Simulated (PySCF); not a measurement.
# Finite-field polarisability of Ga (gallium, neutral)

[Ar] 3d10 4s2 4p1, 2P determinant. All numbers are calculated (PySCF 2.14, the spin-free X2C one-electron Hamiltonian (Gaussian nucleus), in x2c-TZVPPall with one added diffuse shell each of s, p, d type (7s6p5d1f, 57 functions)). Frozen: [Ar] 3d10. Energy changes in a uniform field (μhartree):

```
axis  F (au)        HF       MP2      CCSD   CCSD(T)
   x  0.0021  -100.231   -98.308   -96.401   -96.383
   x  0.0042  -401.120  -393.418  -385.787  -385.715
   y  0.0016  -104.453  -101.720   -99.862   -99.768
   y  0.0032  -419.109  -408.065  -400.589  -400.207
```

By symmetry the remaining axis equals x.

(1) Derive α along x at CCSD(T) from the two fields.

(2) And the mean polarisability at each level?

CCSD(T) lies more than 5 % above the reference; correlation of the frozen inner shells, absent here, would lower it.

## Answers

(1) With ΔE = −αF²/2 − γF⁴/24, α = −(16 ΔE(F) − ΔE(2F))/(6F²) = 43.70 bohr³.

(2) The components xx, yy, zz at CCSD(T) are 43.70, 77.87, 43.70, the third axis being equal by symmetry to one of the two computed. Means: HF 57.47, MP2 56.18, CCSD 55.12, CCSD(T) 55.09 bohr³. Reference: 50 ± 3 bohr³ (recommended; Schwerdtfeger and Nagle, table of static dipole polarizabilities (2023 update)).
